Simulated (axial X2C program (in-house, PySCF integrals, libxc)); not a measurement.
OGeO²⁺: properties at the nuclei

Computed with an in-house all-electron X2C program for linear molecules (integrals from PySCF): two-component X2C with atomic mean-field Coulomb and Gaunt terms, Gaussian nuclei, basis O dyall-av3z, Ge dyall-v3z with contracted cores.

O–Ge–O held linear, with bonds 1.741 and 1.741 Å (near the PBE0 minimum at charge 2 of the determinant lowest at the starting distance; the state shown can have its own minimum elsewhere, held linear; other orders of the atoms were not compared).

Determinant lowest in the PBE0 search, Ω = 3 (⟨Sz⟩ = 1.00, ⟨Lz⟩ = 2.00 at PBE0), spin on the atoms O 0.51, Ge -0.01, O 0.51:

```csv
level,A∥/gI O (MHz),qzz O (a.u.),A∥/gI Ge (MHz),qzz Ge (a.u.)
PBE0,108,1.13,-47.7,-5.00
HF,117,1.33,-172,-6.63
B3LYP,110,1.13,-43.8,-4.76
```

Determinant 0.07 eV from it at PBE0 and this distance, Ω = 1 (⟨Sz⟩ = -1.00, ⟨Lz⟩ = 2.00 at PBE0), spin on the atoms O -0.50, Ge 0.01, O -0.50:

| level | A∥/gI O (MHz) | qzz O (a.u.) | A∥/gI Ge (MHz) | qzz Ge (a.u.) |
| --- | --- | --- | --- | --- |
| PBE0 | 523 | 1.14 | 457 | -5.05 |
| HF | 477 | 1.34 | 725 | -6.66 |
| B3LYP | 527 | 1.14 | 461 | -4.82 |

A∥ (defined per Ω) follows by multiplying with gI = μI/(I μN); qzz is the electric field gradient, eQq0 = 234.96 MHz × Q/barn × qzz. The operators were transformed with the bare-nucleus X2C matrices; with these basis sets, hyperfine constants and field gradients can be off by tens of per cent, and where levels differ in sign neither size nor sign is settled.

(1) With gI(17O) = -0.7575, Q(17O) = -0.02558 barn, Q(73Ge) = -0.196 barn (g factors from the IAEA table of nuclear moments by Stone; Q from Pyykkö, Mol. Phys. 2018), turn the PBE0 values of the first state into constants in MHz.

The molecule was held linear; bending was not examined, so a bent shape may lie lower.

Each state is one determinant with collinear spin, which with several unpaired electrons need not be a pure state. Unrestricted Hartree–Fock can overshoot spin polarisation at the nuclei. With several open shells hyperfine constants can be off by a factor of several. Open-shell Ω = 0 determinants with evenly filled partner blocks cannot be reached by this program, so the Ω shown need not be the lowest component. The search compared states at one distance, so a state with another bond length can lie lower. Where a field gradient or hyperfine factor spreads by more than a factor of two over the levels, a constant derived from it is not to be relied on. PBE0 term energies can be off by some tenths of an eV.

## Answers

(1) A∥(17O) = 108 × -0.7575 = -81.8 MHz; eQq0(17O) = 234.96 × (-0.02558) × (1.13) = -6.79 MHz; eQq0(73Ge) = 234.96 × (-0.196) × (-5.00) = 230 MHz.
